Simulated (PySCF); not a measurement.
Sc: excitation energy

Sc [Ar] 3d1 4s2 (2D) → Sc [Ar] 3d1 4s1 4p1 (high-spin determinant), as a difference of total energies. Computed with PySCF 2.14 in def2-TZVPPD (6s6p4d2f1g, 67 functions), with no relativity, point nucleus. Correlated levels: valence and next inner shell: [Ne] frozen. The calculations carry no spin-orbit coupling.

| method | excitation energy (eV) |
| --- | --- |
| UHF | 0.919 |
| MP2 (valence and next inner shell) | 1.800 |
| SCS-MP2 (valence and next inner shell) | 1.917 |
| CCSD (valence and next inner shell) | 1.837 |
| CCSD(T) (valence and next inner shell) | 1.920 |

Q: How much does correlation contribute at CCSD(T) (valence and next inner shell)?

A: 1.920 − (0.919) = 1.001 eV, measured against UHF.

A first-order spin-orbit estimate (lowest level to lowest level, LS coupling) adds -0.007 eV.

The determinant of the upper state mixes LS terms, which raises its energy above the lowest term, most at the Hartree-Fock and MP2 levels.
